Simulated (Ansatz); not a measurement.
**C3H6Si, singlet: energies of several shapes or isomers**

Computed with Ansatz's Gaussian-basis code (development build). Basis cc-pVTZ on C/H, cc-pV(T+d)Z on Si, nonrelativistic, 8 orbitals frozen in the corrections; active space CAS(4,4). Restricted Hartree–Fock, then the lowest state-specific CASSCF solution met for each case. On stretched bonds single-reference methods can fail or change state. Solutions in different active orbitals can move differences by tenths of an eV and at times more than 1 eV.

Case A:

```json
{"atom": "C", "x (Å)": "0.0000", "y (Å)": "-2.3018", "z (Å)": "-0.7291"}
{"atom": "C", "x (Å)": "0.0000", "y (Å)": "-0.9550", "z (Å)": "-0.7412"}
{"atom": "C", "x (Å)": "0.0000", "y (Å)": "-0.1300", "z (Å)": "0.4506"}
{"atom": "Si", "x (Å)": "0.0000", "y (Å)": "1.6001", "z (Å)": "0.4890"}
{"atom": "H", "x (Å)": "0.0000", "y (Å)": "-2.8607", "z (Å)": "0.2026"}
{"atom": "H", "x (Å)": "0.0000", "y (Å)": "-2.8777", "z (Å)": "-1.6483"}
{"atom": "H", "x (Å)": "0.0000", "y (Å)": "-0.4442", "z (Å)": "-1.7047"}
{"atom": "H", "x (Å)": "0.0000", "y (Å)": "-0.6568", "z (Å)": "1.4064"}
{"atom": "H", "x (Å)": "0.0000", "y (Å)": "2.4118", "z (Å)": "-0.7450"}
{"atom": "H", "x (Å)": "0.0000", "y (Å)": "2.3469", "z (Å)": "1.7613"}
```

Case B:

```xyz
10

C     0.0000   -2.0457   -0.6085
Si    0.0000   -0.3329   -0.5925
C     0.0000    0.6871    0.9449
C     0.0000    2.0320    0.9316
H     0.0000   -2.6354    0.3031
H     0.0000   -2.6090   -1.5365
H     0.0000    0.4690   -1.8370
H     0.0000    0.1782    1.9077
H     0.0000    2.5987    0.0039
H     0.0000    2.6192    1.8462
```

Energy less that of case A, in eV:

```tsv
case	RHF/ROHF
B	-0.211
```

Question: Give the SC-NEVPT2 energies against case A.

Answer: B: -0.162 eV (-3.7 kcal/mol).
